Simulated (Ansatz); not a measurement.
Calculated with Ansatz (gas phase, PBE0-D4/def2-TZVP geometries, no zero-point term in ΔE). CBS: MP2 limit from def2 TZ/QZ plus the TZ coupled-cluster correction, frozen cores. Functionals use def2-TZVPP. B3LYP here is the variant with VWN-RPA as its local correlation; programs differ in this. Each species was taken in one conformer, which may not be the lowest.

`CCC(CC)CC` + `NBN` → `CCNBN` + `CCCCC`  (substitution at a C–C bond)

CCSD(T)/CBS gives +0.31 eV.

Problem. Another level gave +0.14 eV. Which?
A. B3LYP-D4/def2-TZVPP
B. B3LYP/def2-TZVPP
C. SCS-MP2/def2-TZVPP
D. MP2/def2-TZVPP

Solution. B. B3LYP 0.14, B3LYP-D4 0.23, SCS-MP2/def2-TZVPP 0.28, MP2/def2-TZVPP 0.34 eV.

Largest T1 diagnostic among the species: 0.011.

The D4 term adds +0.09 eV with B3LYP and +0.05 eV with PBE0; it sums over pairs of atoms, weighted by their polarisabilities, and B3LYP, whose exchange is more repulsive, gets the larger term. In def2-TZVPP, CCSD(T) changes the Hartree–Fock value by +0.19 eV (the triples alone add +0.02 eV) and MP2 by +0.23 eV.
